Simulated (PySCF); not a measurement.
I3In, charge +1, doublet, geometry from GFN2-xTB (such geometries of metal compounds can be far from the true shape) (a state made from the parent by changing its charge; the spin is typed, not shown lowest) (core potentials on I, In). Base run: PBE0/def2-SV(P) (PySCF).

Here is a job for PySCF.
```python
from pyscf import gto, scf, dft

mol = gto.M(
    atom='''
In   -0.00000000    0.00000000    0.00000000
I     2.59339744   -0.42076413   -0.82340452
I    -0.95084291   -1.26327639    2.25405818
I    -1.64255453    1.68404052   -1.43065366
''',
    basis='def2-sv(p)',
    ecp={'I': 'def2-sv(p)', 'In': 'def2-sv(p)'},
    charge=1,
    spin=1,
    verbose=4,
)

mf = dft.UKS(mol)
mf.xc = 'pbe0'
mf.kernel()
mf.analyze()
```

The base run was repeated with changes; each row names its change, and settings that it needs were set with it.

```
change                                                                                                                  ΔE vs base (µEh)        outcome
----------------------------------------------------------------------------------------------------------------------  ----------------  -------------
base                                                                                                                                 0.0      converged
auxbasis = default (with mf = mf.density_fit())                                                                                    -25.5      converged
only_dfj = on; auxbasis = def2-universal-jfit                                                                                       -179      converged
auxbasis = cc-pvtz-ri                                                                                                                  -  input refused
auxbasis = cc-pvtz-jkfit                                                                                                               -  input refused
auxbasis = even-tempered beta=2.0                                                                                                   -513      converged
auxbasis = def2-tzvp-ri                                                                                                                -  input refused
auxbasis = cc-pvqz-jkfit                                                                                                               -  input refused
auxbasis = def2-svp-ri                                                                                                                 -  input refused
exchange = seminumerical (SGX) (with mf = sgx.sgx_fit(mf, auxbasis='def2-universal-jfit'); with mf.with_df.dfj = True)              -180      converged
```

A fitting set is made for a task (jfit for Coulomb, jkfit for Coulomb and exchange, ri for correlation) and for a family of orbital bases.

Open shells are given as the SCF converged; they aren't shown to be the lowest states, and a large step between rows can be another state.

- auxbasis = cc-pvtz-ri: ended with `pyscf.lib.exceptions.BasisNotFoundError: Basis set not found for In in cc-pvtz-ri`
- auxbasis = cc-pvtz-jkfit: ended with `pyscf.lib.exceptions.BasisNotFoundError: Basis set not found for In in cc-pvtz-jkfit`
- auxbasis = def2-tzvp-ri: ended with `pyscf.lib.exceptions.BasisNotFoundError: Basis set not found for In in def2-tzvp-ri`
